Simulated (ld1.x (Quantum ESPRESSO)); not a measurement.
The numbers below are computed, except where a source is named.
# Potentials for K compared

Generated with ld1.x 7.5 (TM, RRKJ, ultrasoft, PAW), atompaw 4.2 or ONCVPSP 4.0.1. The cutoff is in Ry: for ld1.x and atompaw files where the sum of valence levels is converged to 10 mRy in a Bessel basis, for ONCV files where the hardest occupied wave has 1 mHa per electron of residual kinetic energy. The error is the largest all-electron minus pseudo excitation energy over each file’s own four to seven test configurations (ionisations up to +4, promotions, holes and added fractions of an electron), all of which were solved. The labels leave out finer settings (local radius, basis sizes, second energies), which also bear on the numbers. Spin-polarised tests are not counted. The rows are a selection from randomly drawn settings: files with unsolved tests, undetermined cutoffs or missed reference levels are left out.

A true bound ghost makes a file unfit for plane-wave use even where its test errors are small: the radial tests pick states by their node count and pass the ghost by.

```tsv
potential	cutoff (Ry)	largest error (meV)	bound ghosts
TM semilocal, PBE, scalar-relativistic, rc 3.05/4.20/3.40 (spd), local s, core correction yes, reference 4s1 4p0	6	+7.0	d
TM, PBEsol, scalar-relativistic, rc 1.60/1.38/3.54 (spd), local smoothed, core correction yes, reference 3s2 3p6 3d1 4s0 4p0	50	+274	none
TM semilocal, LDA (PZ), scalar-relativistic, rc 4.20/4.20/3.60 (spd), local s, core correction no, reference 4s1 4p0	6	+52	none
```

(1) Fill in the row for K: TM semilocal, BP86, scalar-relativistic, rc 3.05/2.15/2.50 (spd), local p, core correction yes, reference 3p6 4s1 4p0.

(2) Fill in the row for K: TM semilocal, PBE, scalar-relativistic, rc 3.80/3.45/3.55 (spd), local s, core correction no, reference 4s1 4p0.

Answers

(1) cutoff 25 Ry, largest error -94 meV, bound ghosts: none.

(2) cutoff 6 Ry, largest error +72 meV, bound ghosts: none.
